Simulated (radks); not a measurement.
Er2+, 66 electrons, occupied as [Xe] 4f11 5d1 (not the ground configuration). Calculated with a radial shooting solver on a logarithmic mesh with Libxc functionals: Dirac Kohn-Sham, BLYP, spin-unpolarised, spherical densities, finite nucleus; open shells are shared between the two j in proportion to 2j + 1; Fermi nuclear charge, rms radius 5.2516 fm. Some entries of the table are withheld. Estimate them.

| orbital | occ. | eigenvalue (eV) | <1/r> (bohr^-1) | <r> (bohr) |
|---|---|---|---|---|
| 1s1/2 | 2 | (1) | 77.54 | (2) |
| 2s1/2 | 2 | -9642.599 | 18.65 | 0.08590 |
| 2p1/2 | 2 | -9186.927 | 18.63 | 0.07146 |
| 2p3/2 | 4 | -8269.809 | 16.15 | 0.07874 |
| 3s1/2 | 2 | -2177.537 | 6.825 | 0.2249 |
| 3p1/2 | 2 | (3) | 6.742 | 0.2146 |
| 3p3/2 | 4 | (4) | 6.109 | 0.2283 |
| 3d3/2 | 4 | -1441.552 | 5.995 | 0.2013 |
| 3d5/2 | 6 | -1399.467 | 5.840 | 0.2055 |
| 4s1/2 | 2 | -446.7532 | 2.858 | 0.5076 |
| 4p1/2 | 2 | -366.6570 | 2.750 | 0.5165 |
| 4p3/2 | 4 | -323.1531 | 2.532 | 0.5478 |
| 4d3/2 | 4 | -191.1553 | 2.312 | 0.5756 |
| 4d5/2 | 6 | -183.2263 | 2.258 | 0.5867 |
| 5s1/2 | 2 | -70.0896 | 1.082 | (5) |
| 5p1/2 | 2 | -47.9636 | 0.9549 | 1.384 |
| 5p3/2 | 4 | -42.2303 | 0.8778 | 1.487 |
| 4f5/2 | 4.71429 | -24.2687 | 1.716 | (6) |
| 4f7/2 | 6.28571 | -23.1151 | 1.690 | (7) |
| 5d3/2 | 0.4 | -15.4081 | 0.5626 | 2.290 |
| 5d5/2 | 0.6 | -14.9957 | 0.5473 | 2.348 |

Answer. 
(1) 1s1/2 eigenvalue (eV): -57321.35
(2) 1s1/2 <r> (bohr): 0.02037
(3) 3p1/2 eigenvalue (eV): -1977.270
(4) 3p3/2 eigenvalue (eV): -1784.694
(5) 5s1/2 <r> (bohr): 1.235
(6) 4f5/2 <r> (bohr): 0.7666
(7) 4f7/2 <r> (bohr): 0.7806
